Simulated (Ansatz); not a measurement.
Ansatz (a program for electronic structure) input (CCSD(T)/aug-cc-pVDZ):

Ansatz 0.2 input:
```yaml
crystal:
  periodic: [false, false, false]
  atoms:
    - {symbol: Ge, position_ang: [-0.00000000, -0.00000000, -1.22905116]}
    - {symbol: Br, position_ang: [0.00000000, 0.00000000, 1.12370392]}
basis:
  gaussian:
    orbitals: aug-cc-pVDZ
magnetization: {spin_polarized: true, initial_magnetization: 1}
correlation: {method: ccsd_t, electrons: outside_noble_gas}
output: {forces: true}
```

End of the output:

```
mean field evaluation 96: about -126467.8085 eV, gradient 3.1e-3 eV
mean field evaluation 128: about -126467.0632 eV, gradient 1.9e0 eV
mean field evaluation 160: about -126467.1134 eV, gradient 2.5e-2 eV
mean field evaluation 192: about -126471.6740 eV, gradient 7.9e-4 eV
mean field -126471.67402284 eV, -4647.7482947599 hartree, gradient 2.0e-6 eV, S^2 0.764747; 6 other end points of the search recorded, 0 dependent functions left out
determinant -126471.67402284 eV, -4647.7482947599 hartree, with singles and doubles -126477.13848235 eV, -4647.9491099429 hartree
determinant -126468.56520701 eV, -4647.6340478853 hartree, with singles and doubles -126474.33422554 eV, -4647.8460554060 hartree
28 core orbitals not correlated
reference -126471.67402284 eV, -4647.7482947599 hartree; 6, 5 occupied and 38, 39 virtual orbitals, 803 factors
densities: 0.25 GiB planned
second order -4.81734093 eV of doubles, -0.00000000 eV of singles
coupled cluster: 0.16 GiB planned
cycle   1  -5.46147360 eV  change   -8.1e-2 eV  update   1.8e-2
cycle   2  -5.46851602 eV  change   -7.0e-3 eV  update   5.3e-3
cycle   3  -5.46957357 eV  change   -1.1e-3 eV  update   2.4e-3
cycle   4  -5.47068067 eV  change   -1.1e-3 eV  update   8.4e-4
cycle   5  -5.47080486 eV  change   -1.2e-4 eV  update   4.0e-4
cycle   6  -5.47089108 eV  change   -8.6e-5 eV  update   1.4e-4
cycle   7  -5.47088229 eV  change    8.8e-6 eV  update   5.1e-5
cycle   8  -5.47087381 eV  change    8.5e-6 eV  update   1.4e-5
cycle   9  -5.47087016 eV  change    3.6e-6 eV  update   5.2e-6
cycle  10  -5.47086979 eV  change    3.8e-7 eV  update   1.9e-6
cycle  11  -5.47086983 eV  change   -4.7e-8 eV  update   7.8e-7
cycle  12  -5.47086994 eV  change   -1.1e-7 eV  update   3.3e-7
perturbative correction -0.17994209 eV, -0.0066127498 hartree
the calculation of the forces begins
Total energy: -126477.32483487 eV, -4647.9559582717 hartree
Atom 0 at    -0.000000    -0.000000    -1.229051 Å, force    -0.000000    -0.000000    -0.309091 eV/Å
Atom 1 at     0.000000     0.000000     1.123704 Å, force     0.000000     0.000000     0.309091 eV/Å
Dipole moment:    -0.000000    -0.000000    -0.346662 e Å
```
